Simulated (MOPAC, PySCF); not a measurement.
H4B2N2, SMILES `B=NBN`, neutral singlet in the gas phase. 

Cartesian coordinates (Å):
```xyz
8

B      2.0560    -0.0217     0.7980
N      0.9074    -0.1948     0.3513
B     -0.3822    -0.4601    -0.1912
N     -1.4379     0.4320     0.0000
H      3.1360     0.1459     1.2208
H     -0.5816    -1.4595    -0.8238
H     -2.3566     0.2703    -0.3711
H     -1.3410     1.2879     0.5194
```
Charge 0, spin multiplicity 1.

All levels are single points at this geometry (PBE0-D4/def2-TZVP); Pople sets use spherical d functions. Orbital energies aren't observables, and empty levels follow the basis.

```tsv
level	HOMO (eV)	LUMO (eV)	gap (eV)	dipole (D)	vertical IE, Delta-SCF (eV)
PBE-D3(BJ)/def2-TZVP in PySCF	-6.52	-1.23	5.28	1.49	–
PBE0-D4/def2-TZVP in PySCF	-7.78	-0.29	7.49	1.40	9.93
B3LYP/6-311+G** in PySCF	-7.55	-0.60	6.95	1.36	–
BP86/6-31G* in PySCF	-6.24	-0.86	5.38	1.71	–
M06-2X/6-31G* in PySCF	-8.78	1.16	9.94	1.51	–
AM1 in MOPAC	-10.07	1.90	11.97	0.96	–
```
